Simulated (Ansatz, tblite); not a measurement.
Cost and result up the ladder for [TaO2(OH)2]- (TaO₄H₂⁻) (7 atoms). Charge -1, multiplicity 1. Geometry: PBE-D4/def2-SVPD.

```tsv
atom	x (Å)	y (Å)	z (Å)
Ta1	0.001	0.003	0.443
O2	-0.621	0.202	2.118
O3	1.720	-0.520	0.475
O4	-0.115	1.764	-0.520
H5	0.670	2.035	-1.021
O6	-1.078	-1.406	-0.501
H7	-0.578	-2.077	-0.993
```

Ansatz on 4 threads of Arm Neoverse N1 on a shared host; xTB runs through tblite on one thread. Times are rough, summed over both states, and most runs start from the orbitals of an earlier one. PBE0-D4/def2-TZVPD serves as the yardstick here, not as an exact answer. Differences are given only for rows in sets of like size (and for xTB, whose basis is part of the method), since another set adds its own error. The other state is a doublet.

In the def2 sets Ta takes a core potential; there is no spin–orbit coupling. The xTB rows come from tblite. Correlated methods freeze 4 core orbitals; core or outer-core shells of Ta are correlated, in sets that lack core-valence functions. The rows differ in basis, and correlated rows in double-zeta sets carry the largest basis error.

Run but left out: MP2/def2-SVPD (neutral doublet: ⟨S²⟩ 1.03, where a pure state has 0.75).

Correlated methods converge slowly with the basis, most of all in double-zeta sets.

Raw xTB energies of ions are shifted by several eV.

| level | functions | wall time |
| --- | --- | --- |
| GFN2-xTB | 27 | 0.012 s |
| GFN1-xTB | 29 | 0.014 s |
| PBE-D4/def2-TZVPD | 221 | 12 s |
| PBE0-D4/def2-TZVPD | 221 | 19 s |
| r2SCAN-D4/def2-TZVPD (with forces) | 221 | 23 s |
| CCSD(T)/def2-SVPD | 143 | 6 min |

Question: Estimate what each level gives for the vertical IE (eV).

Answer: 
| level | vertical IE (eV) | difference from PBE0-D4/def2-TZVPD (eV) | remarks |
| --- | --- | --- | --- |
| GFN2-xTB | 9.07 | 4.68 | – |
| GFN1-xTB | 9.49 | 5.11 | – |
| PBE-D4/def2-TZVPD | 4.24 | -0.14 | – |
| PBE0-D4/def2-TZVPD | 4.38 | 0.00 | – |
| r2SCAN-D4/def2-TZVPD (with forces) | 4.24 | -0.14 | – |
| CCSD(T)/def2-SVPD | 4.58 | – | spin-contaminated (⟨S²⟩ 1.03) (doublet) |
